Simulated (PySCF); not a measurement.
# Ga: ionisation energy

Ga [Ar] 3d10 4s2 4p1 (2P) → Ga⁺ [Ar] 3d10 4s2 (1S), as a difference of total energies. Computed with PySCF 2.14 in aug-cc-pVTZ-PP with ECP10MDF (6s5p4d2f, 55 functions), with a scalar-relativistic core potential. Correlated levels: valence: 3s2 3p6 3d10 frozen. The calculations carry no spin-orbit coupling.

| method | ionisation energy (eV) | error (eV) |
| --- | --- | --- |
| UHF | 5.533 | -0.398 |
| LDA | 5.995 | +0.064 |
| PBE | 5.917 | -0.014 |
| PBE0 | 5.949 | +0.018 |
| r2SCAN | 6.077 | +0.146 |
| r2SCANh | 6.077 | +0.146 |
| wB97X-V | 5.820 | -0.111 |
| M06-2X | 5.806 | -0.125 |
| BP86 | 6.040 | +0.109 |
| MP2 (valence) | 5.746 | -0.185 |
| SCS-MP2 (valence) | 5.727 | -0.204 |

Reference: 5.931 eV (measured; NIST levels, between the centres of gravity of the two terms).

Errors of the correlated levels include the incompleteness of this basis and the frozen core.
